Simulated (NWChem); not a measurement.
# SiHF cation, doublet; SMILES of the neutral closed-shell parent [SiH]F

```xyz
3

Si     0.0930     0.5592     0.0000
H     -1.2630     1.2541     0.0000
F     -0.0043    -1.0092     0.0000
```
Atoms are numbered in this order, from 1.

All runs: NWChem. Spin-unrestricted. Medium grid unless said otherwise, to which SCAN and Minnesota functionals are sensitive. In the optimisation the excess spin sits in a' (Cs, its own frame). Geometry: optimised at PBE0/def2-SVP, spin-unrestricted. The spin multiplicity was typed, not searched, and may not be the lowest. No stability test was run on the SCF state.

Q: Among these, which level gives the highest value of “lowest empty minus highest occupied level, either spin (eV)”?
A) BHandHLYP/def2-TZVP
B) r2SCAN0/def2-TZVP
C) r2SCAN/def2-TZVP
D) PBE/def2-TZVP

A: A, BHandHLYP/def2-TZVP. Values: PBE/def2-TZVP 1.88; r2SCAN/def2-TZVP 2.85; r2SCAN0/def2-TZVP 4.90; BHandHLYP/def2-TZVP 6.24
